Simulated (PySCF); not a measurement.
## Rb¹⁹⁺: ionisation energy

Rb¹⁹⁺ [Ar] (1S) → Rb²⁰⁺ [Ne] 3s2 3p5 (2P), as a difference of total energies. Computed with PySCF 2.14 in an even-tempered Gaussian basis (18 s from 1.9 bohr⁻², ratio 2.5; 12 p from 2.4 bohr⁻², ratio 2.5; 5 d from 13 bohr⁻², ratio 2.7; 4 f from 20 bohr⁻², ratio 2.7), with scalar relativity by spin-free X2C-1e. Correlated levels: outer shells: 1s2 frozen; virtual orbitals above 40 to 60 times the deepest correlated orbital energy dropped. The calculations carry no spin-orbit coupling.

```json
{"method": "UHF", "ionisation energy (eV)": "860.73"}
{"method": "MP2 (outer shells)", "ionisation energy (eV)": "861.69"}
{"method": "SCS-MP2 (outer shells)", "ionisation energy (eV)": "861.54"}
{"method": "CCSD (outer shells)", "ionisation energy (eV)": "861.56"}
{"method": "CCSD(T) (outer shells)", "ionisation energy (eV)": "861.56"}
```

**Question.** How much does correlation contribute at CCSD(T) (outer shells)?

**Answer.** 861.56 − (860.73) = 0.83 eV, measured against UHF.

A first-order spin-orbit estimate (lowest level to lowest level, LS coupling) adds -4.008 eV.

Breit and QED terms and the two-electron picture change are absent.

For comparison: 857 ± 3 eV (semi-empirical (NIST evaluation); NIST Atomic Spectra Database, ionization energies).
